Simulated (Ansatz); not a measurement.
`[SiH3]C[SiH2][TeH]` → `[SiH2]` + `C[SiH2][TeH]`  (silylene formation by 1,1-elimination)

Computed with Ansatz on PBE0-D4/def2-TZVP structures; ΔE is electronic, products minus reactants. CCSD(T)/CBS is the MP2 limit (def2-TZVPP, def2-QZVPP) plus CCSD(T) − MP2 in def2-TZVPP, frozen cores. This one scheme is used for every species. DFT in def2-TZVPP. B3LYP here is the variant with VWN-RPA as its local correlation; programs differ in this. def2 core potentials past Kr. For Te outer-core shells are correlated without core-valence functions, which leaves a few kJ/mol of doubt a bond. Each species was taken in one conformer, which may not be the lowest.

| level | ΔE (kcal/mol) | difference from CCSD(T)/CBS |
| --- | --- | --- |
| PBE-D4 | 57.8 | 0.4 |
| r2SCAN-D4 | 61.4 | 4.0 |
| PBE0-D4 | 59.9 | 2.5 |
| B3LYP-D4 | 55.7 | -1.7 |
| ωB97M-V | 56.1 | -1.3 |
| B2PLYP | 54.8 | -2.6 |
| PBE | 55.0 | -2.4 |
| r2SCAN | 60.6 | 3.2 |
| PBE0 | 57.4 | 0.0 |
| B3LYP | 51.1 | -6.3 |
| HF/def2-TZVPP | 50.5 | -6.9 |
| SCS-MP2/def2-TZVPP | 57.5 | 0.1 |
| CCSD(T)/def2-TZVPP | 55.6 | -1.8 |
| HF/def2-QZVPP | 50.7 | -6.7 |
| SCS-MP2/def2-QZVPP | 58.6 | 1.2 |
| HF/CBS(def2) | 50.7 | -6.7 |
| CCSD(T)/CBS | 57.4 | 0 |

Largest T1 diagnostic among the species: 0.014.

The D4 term adds +4.6 kcal/mol with B3LYP and +2.5 kcal/mol with PBE0; it sums over pairs of atoms, weighted by their polarisabilities, and B3LYP, whose exchange is more repulsive, gets the larger term. From PBE to PBE0 (25 % exact exchange), in def2-TZVPP and without D4, ΔE moves by +2.4 kcal/mol.
